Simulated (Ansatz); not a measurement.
System: C$_{2}$H$_{8}$ClSi$_{2}$ (charge -1, singlet). It need not be the lowest isomer of its formula. Whether it binds its extra electron was not tested at this geometry. 
Structure (B3LYP-D3(BJ)/def2-TZVP (Ansatz, a first-principles code) minimum search):
SMILES: C[SiH](C)[SiH-]Cl
```xyz
13

C     -0.1014    -2.2403     0.3997
Si     0.5948    -0.8572    -0.7099
C      2.2957    -0.4115     0.0258
Si    -0.7541     1.0834    -0.9730
Cl    -0.9980     1.3229     1.2805
H      0.6241    -3.0393     0.5855
H     -0.3979    -1.8078     1.3581
H     -0.9926    -2.6802    -0.0540
H      0.9040    -1.5234    -2.0308
H      2.8274     0.2876    -0.6246
H      2.1486     0.0820     0.9900
H      2.9303    -1.2895     0.1804
H     -2.0129     0.2263    -1.1654
```
Charge -1, spin multiplicity 1.

Total electronic energies in hartree. Cores are frozen in the correlated levels unless marked. No spin-orbit coupling. Non-relativistic. CBS(X,Y): correlation extrapolated as X^-3; Hartree-Fock from the larger set. The bracket is a focal-point correction in the basis named.

```csv
level,program,energy (Eh)
HF/6-31G,Ansatz,-1117.65936
HF/6-31G*,Ansatz,-1117.76775
HF/aug-cc-pV(D+d)Z,Ansatz,-1117.85255
HF/aug-cc-pV(T+d)Z,Ansatz,-1117.90816
HF/cc-pV(T+d)Z,Ansatz,-1117.90401
RI-HF/aug-cc-pV(Q+d)Z,Ansatz,-1117.92087
BLYP-D4/def2-TZVPD,Ansatz + dftd4,-1120.33255
r2SCAN-D4/def2-TZVPD,Ansatz + dftd4,-1120.23770
PBE0/def2-SVP,Ansatz,-1119.41781
PBE0-D4/def2-TZVPD,Ansatz + dftd4,-1119.88608
r2SCANh-D4/def2-TZVPD,Ansatz + dftd4,-1120.23094
HSE06-D4/def2-TZVPD,Ansatz + dftd4,-1119.85898
LC-wPBE/def2-TZVPD,Ansatz,-1120.01066
RPA@PBE/cc-pV(T+d)Z,Ansatz,___
MP2/aug-cc-pV(T+d)Z,Ansatz,-1118.73440
MP2/cc-pV(T+d)Z,Ansatz,-1118.71123
RI-MP2/aug-cc-pV(T+d)Z,Ansatz,-1118.73405
CCSD/cc-pV(T+d)Z,Ansatz,-1118.78438
CCSD(T)/STO-3G,Ansatz,-1105.46488
CCSD(T)/aug-cc-pV(D+d)Z,Ansatz,-1118.63674
CCSD(T)/cc-pwCVTZ,Ansatz,-1118.83139
CCSD(T) with core electrons (1s frozen past Ne)/cc-pwCVTZ,Ansatz,-1119.72022
"RI-MP2/CBS(aug-cc-pV(T+d)Z,aug-cc-pV(Q+d)Z)+[CCSD(T)-MP2]/aug-cc-pV(T+d)Z",Ansatz,-1118.9472
```

Some entries are withheld; supply them.


- RPA@PBE/cc-pV(T+d)Z, energy (Eh): -1119.26355
